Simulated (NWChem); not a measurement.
## Correlation energy of FIn

```
In
F 1 2.0049
```
Charge 0, spin multiplicity 1.

All runs are NWChem calculations. The geometry was optimised at B3LYP/def2-SVP with def2 effective core potentials on In, a minimum by its harmonic frequencies.

Basis set: def2-TZVP. Each correlation energy counts from its own Hartree-Fock reference.

Effective core potentials replace the inner electrons of In; spin-orbit coupling is left out. The correlated methods keep 5 core orbitals frozen. The structure started from a generated list of species. No row is a measurement; the coupled-cluster row has its own basis-set and correlation limits.

```tsv
method	correlation energy (mHa)
MP2	…
SCS-MP2	-488.9
CR-CCSD[T]	-528.8
CR-CCSD(T)	-527.2
CCSD	-515.0
CCSD+T(CCSD)	…
CCSD(T)	-530.2
```

Fill in the missing entries.


- MP2, correlation energy (mHa): -523.0
- CCSD+T(CCSD), correlation energy (mHa): -532.2
